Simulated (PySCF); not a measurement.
Species: [Al(OH)6]3- (charge -3).
Geometry (PBE0-D3(BJ)/def2-SVP, Å), atoms numbered from 1 in this order:
```xyz
13
AlH6O6 angstrom
Al     0.003   -0.003    0.001
O      0.114   -0.087    1.997
H      0.036   -1.045    1.841
O     -0.109    0.079   -1.994
H     -0.032    1.037   -1.840
O      1.997   -0.118    0.100
H      1.833   -0.036    1.056
O     -1.991    0.111   -0.096
H     -1.830    0.031   -1.052
O     -0.090    1.988   -0.124
H     -1.047    1.829   -0.046
O      0.096   -1.999    0.128
H      1.052   -1.838    0.052
```

Computed, not measured: PBE0-D3(BJ)/def2-SVP geometry optimisation, gas phase (PySCF 2.14.0).

Question: Which atoms are bound to Al1, and at what distances?

Answer: 6 atoms: O10 1.998 Å, O4 1.999 Å, O6 2.000 Å, O8 2.000 Å, O2 2.001 Å, O12 2.002 Å. The nearest atom not counted as bound is H7, at 2.11 Å (others tie with it).

Question: List the angles at Al1.

Answer: 
```json
{"angle": "O2–Al1–O4", "degrees": "179.9", "distance of the outer atoms (Å)": "4.00"}
{"angle": "O6–Al1–O8", "degrees": "179.9", "distance of the outer atoms (Å)": "4.00"}
{"angle": "O10–Al1–O12", "degrees": "179.9", "distance of the outer atoms (Å)": "4.00"}
{"angle": "O4–Al1–O6", "degrees": "96.2", "distance of the outer atoms (Å)": "2.98"}
{"angle": "O4–Al1–O12", "degrees": "96.1", "distance of the outer atoms (Å)": "2.98"}
{"angle": "O6–Al1–O10", "degrees": "96.1", "distance of the outer atoms (Å)": "2.97"}
{"angle": "O2–Al1–O10", "degrees": "96.1", "distance of the outer atoms (Å)": "2.97"}
{"angle": "O8–Al1–O12", "degrees": "96.1", "distance of the outer atoms (Å)": "2.98"}
{"angle": "O2–Al1–O8", "degrees": "96.1", "distance of the outer atoms (Å)": "2.98"}
{"angle": "O4–Al1–O10", "degrees": "83.9", "distance of the outer atoms (Å)": "2.67"}
{"angle": "O4–Al1–O8", "degrees": "83.9", "distance of the outer atoms (Å)": "2.67"}
{"angle": "O6–Al1–O12", "degrees": "83.9", "distance of the outer atoms (Å)": "2.67"}
{"angle": "O8–Al1–O10", "degrees": "83.9", "distance of the outer atoms (Å)": "2.67"}
{"angle": "O2–Al1–O6", "degrees": "83.8", "distance of the outer atoms (Å)": "2.67"}
{"angle": "O2–Al1–O12", "degrees": "83.8", "distance of the outer atoms (Å)": "2.67"}
```

Question: What is the shape at Al1?

Answer: Octahedral: the three widest angles are 179.9°, 179.9° and 179.9°, the others run from 83.8° to 96.2°. Differences among atoms that S6 makes equivalent are scatter left by the optimiser.

Question: What are the other bond lengths?

Answer: O2–H3 and 5 like bonds 0.973 Å.

Question: What are the rotational constants (commonest isotopes, rigid rotor)?

Answer: A = 2120, B = 1733, C = 1733 MHz: a prolate symmetric top.

Point group: S6 (tolerance 0.08 Å). Charge -3, singlet. Whether so highly charged an anion holds all its electrons in the gas phase wasn't checked; a finite basis holds them in any case. No counter-ion or solvent screens the charge of this multiply charged ion. The geometry's basis has no diffuse functions, a weakness for an anion. No frequency check.
